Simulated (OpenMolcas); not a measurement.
An OpenMolcas run meant for Pd⁵⁺ (ANO-R3, X2C; inactive shells 1s 2s 2p 3s 3p 3d 4s 4p; intended active space 5 electrons in 5 orbitals (4d)). One step of its input:

```
&CASPT2
Multistate=1 1
Frozen=8 6
IPEA=0.25
Shift=2.0
MaxIter=60
WThr=0.0 0.3 0.05
PrWF=0.5
NoMix
```

The run finished. Its levels beside those of a sound run (SS-CASPT2, IPEA 0.25 Eh, imaginary shift 0.1 Eh (closed shells correlated: 4s 4p)), in cm⁻¹ above each run's lowest level:

```csv
Level,This run,Usual run
4d⁵ ⁶S_5/2,0.0,0.0
4d⁵ ⁴G_5/2,28921,28582
4d⁵ ⁴G_7/2,29458,29127
4d⁵ ⁴G_9/2,29900,29575
4d⁵ ⁴G_11/2,30073,29751
4d⁵ ⁴P_5/2 [53 %],31840,31382
4d⁵ ⁴P_3/2 [57 %],32583,32120
4d⁵ ⁴P_1/2 [63 %],33924,33468
4d⁵ ⁴D_7/2,35259,34739
4d⁵ ⁴D_1/2 [63 %],36974,36489
4d⁵ ⁴D_5/2 [59 %],37739,37251
4d⁵ ⁴D_3/2 [57 %],37863,37383
4d⁵ ²I_13/2,43855,43535
4d⁵ ²I_11/2,43855,43535
```

Task: Which setting is unsound, and how much does it matter here?

Result: The level shift is far above the usual 0.1 to 0.3 hartree and damps the second-order energy. Against the sound run the excited levels shown move by 410 cm-1 on average and by 520 cm-1 at most.

CASPT2 breaks the degeneracy within a term, and the mean is taken; among the terms shown or strongly mixed into the levels shown the widest spread is 92 cm-1 (4d⁵ ²I, the sound run). Some high roots are left out of the spin-orbit mixing, which shifts the levels that they would mix with. Only configurations of the active space appear.

A share in square brackets marks a mixed level and gives the weight of the term that names it, the lowest over the columns.
